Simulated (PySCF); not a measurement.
difluoro(prop-1-en-2-yl)borane (C3H5BF2), SMILES C(C)(=C)B(F)F.

Geometry: B3LYP-D3(BJ)/def2-SVP. The values are those of a single conformer.

The numbers are results of PBE/def2-TZVP in PySCF, not measurements.

Symmetry labels are those of the subgroup Cs that the program uses (full group Cs).

Computed valence orbital energies around the gap with their symmetry:
```tsv
orbital	symmetry	energy (eV)
HOMO−7	A'	-10.73
HOMO−6	A'	-10.34
HOMO−5	A"	-10.28
HOMO−4	A"	-10.17
HOMO−3	A'	-9.59
HOMO−2	A'	-9.06
HOMO−1	A'	-8.05
HOMO	A"	-6.89
LUMO	A"	-2.28
LUMO+1	A'	0.23
LUMO+2	A"	0.72
LUMO+3	A'	1.17
```
